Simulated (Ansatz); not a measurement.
Total energies of C2H6OZn, SMILES `C[CH2][Zn][OH]`.

```xyz
10

C     0.0506   -1.0398   -1.0759
C     0.6206    0.2528   -0.4961
Zn   -0.2974    0.9355    1.0628
O    -1.1791    1.6634    2.4291
H    -0.9916   -0.9259   -1.3844
H     0.6129   -1.3648   -1.9576
H     0.0828   -1.8610   -0.3553
H     1.6727    0.1166   -0.2260
H     0.6074    1.0459   -1.2511
H    -1.1790    1.1772    3.2545
```

Charge 0, multiplicity 1. Correlated methods include outer-core shells of Zn, which these sets cover unevenly. Scalar relativity is left out up to krypton. The geometry is a stationary point of PBE0-D4/def2-TZVP. It is one conformer, not always the lowest. Basis def2-TZVPP, the Gaussian-basis code of Ansatz.

RPA on PBE orbitals: Hartree–Fock energy of these orbitals -1931.89081 Eh, correlation -2.01982 Eh (frozen core).

| functional | energy without D4 (Eh) | D4 term (kJ/mol) |
| --- | --- | --- |
| revPBE | -1934.35527 | -46.7 |
| BLYP | -1934.55080 | -31.5 |
| r2SCAN | -1934.42125 | -3.5 |
| PBE0 | -1934.09221 | -11.8 |
| B3LYP | -1934.58188 | -22.7 |
| r2SCANh | -1934.39687 | -3.7 |
| CAM-B3LYP | -1934.56484 | -11.9 |
| ωB97X-V | -1934.30402 | – |
| B2PLYP | -1934.21709 | – |
| PBE-QIDH | -1933.94383 | – |

(1) Give the same for LDA (SPW92), PBE, B97M-V, r2SCAN0, HSE06 (plane-wave form), BHLYP, LC-ωPBE, ωB97M-V. (An estimate is asked.)

B3LYP takes the VWN-RPA correlation (the form of Gaussian; ORCA's B3LYP/G). HSE06 is the plane-wave form, built on full-range PBE exchange. The double hybrids freeze the cores in their second-order part.

## Answers

(1) Ansatz gave: 
```
             functional  energy without D4 (Eh)  D4 term (kJ/mol)
            LDA (SPW92)             -1930.33007                 –
                    PBE             -1934.06278             -14.1
                 B97M-V             -1934.14290                 –
                r2SCAN0             -1934.36225              -4.1
HSE06 (plane-wave form)             -1934.08202             -11.0
                  BHLYP             -1934.38673             -16.8
                LC-ωPBE             -1934.20449                 –
                ωB97M-V             -1934.35082                 –
```

LC-ωPBE has ω = 0.4 bohr⁻¹.
